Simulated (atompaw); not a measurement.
# u(r) = r·R(r): atom against pseudo-atom (Mn (Z = 25))

Columns: radius, all-electron u(r) and pseudo u(r) of the 4s shell (level -5.11 eV) of manganese in the configuration [Ar] 3d5 4s2 4p0; PBE, scalar-relativistic, PAW (atompaw) scheme, atompaw 4.2.0.5.

```csv
r (bohr),all-electron,pseudo
0.115,0.0878,0.0293
0.231,0.1423,0.0590
0.346,-0.0194,0.0889
0.462,-0.1805,0.1196
0.577,-0.2609,0.1508
0.692,-0.2615,0.1829
0.808,-0.2048,0.2161
0.923,-0.1162,0.2500
1.038,-0.0139,0.2848
1.154,0.0908,0.3206
1.269,0.1890,0.3566
1.385,0.2784,0.3931
1.500,0.3558,0.4290
1.615,0.4216,0.4639
1.731,0.4765,0.4975
1.846,0.5206,0.5283
1.962,0.5554,0.5560
2.077,0.5814,0.5793
2.192,0.6000,0.5976
2.308,0.6121,0.6105
2.423,0.6183,0.6177
2.538,0.6196,0.6195
2.654,0.6166,0.6166
2.769,0.6100,0.6100
2.885,0.6002,0.6002
3.000,0.5880,0.5880
```

Task: How many radial nodes do the two functions have?

Result: The all-electron 4s function has n − l − 1 = 3 (the table is too coarse to show those close to the nucleus); the pseudo-wave has 0, since the states of the same l below it are removed with the core.

Task: At about which radius was the pseudo-wave matched?

Result: 2.70 bohr. The columns agree to 0.0005 from 2.54 bohr on; several derivatives are matched, so the curves merge somewhat inside the radius.

Task: Is the pseudo-wave norm-conserving?

Result: No, it belongs to a PAW set: the norm inside the radius is not constrained, and the difference is carried by the augmentation charge.
